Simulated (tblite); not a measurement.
CH3Li, triplet, at a GFN2-xTB geometry (such geometries of metal compounds can be far from the true shape) (a higher spin typed on purpose: for a closed-shell molecule this is an excited state); GFN1-xTB in tblite.

Input for tblite:
```
$ tblite run mol.xyz --method gfn1 --charge 0 --spin 2 --grad --json tblite.json --no-restart

# file mol.xyz
5

Li    -1.23887728    -0.72065170    -1.08817184
C      0.39245825     0.22741334     0.34480302
H      0.73948266    -0.69510978     0.75974111
H     -0.31757013     0.81213558     0.89022386
H      0.93996981     0.68044928    -0.45426758
```

What the program printed (banner, timings and long lists left out):

```
xTB calculator
 | screened Coulomb repulsion
 | Coulomb electrostatics
 |  * isotropic Klopman-Ohno-Mataga-Nishimoto electrostatics
 |  * onsite third-order electrostatics
 | DFT-D3(BJ) dispersion correction

halogen bonding energy    0.0000000000000E+00 Eh
repulsion energy          5.8735267352415E-02 Eh
dispersion energy        -6.6517610645764E-04 Eh
number of electrons       8.0000000000000E+00 e
integral cutoff           4.0000000000000E+01 bohr

------------------------------------------------------------
  cycle        total energy    energy error   density error
------------------------------------------------------------
      1     -3.901063212851  -3.9591333E+00   4.4541774E-01
      2     -3.901454569693  -3.9135684E-04   2.6706256E-01
      3     -3.901505989605  -5.1419912E-05   5.9663294E-03
      4     -3.901523333878  -1.7344273E-05   1.1902127E-03
      5     -3.901523642729  -3.0885058E-07   3.0596905E-04
      6     -3.901523657579  -1.4850480E-08   1.0641018E-05
------------------------------------------------------------

electronic energy        -3.9595937488252E+00 Eh
total energy             -3.9015236575792E+00 Eh

Post processing:
 | Mayer-Wiberg bond orders

[Info] Tight-binding results written to 'tblite.txt'
[Info] JSON dump of results written to 'tblite.json'
```
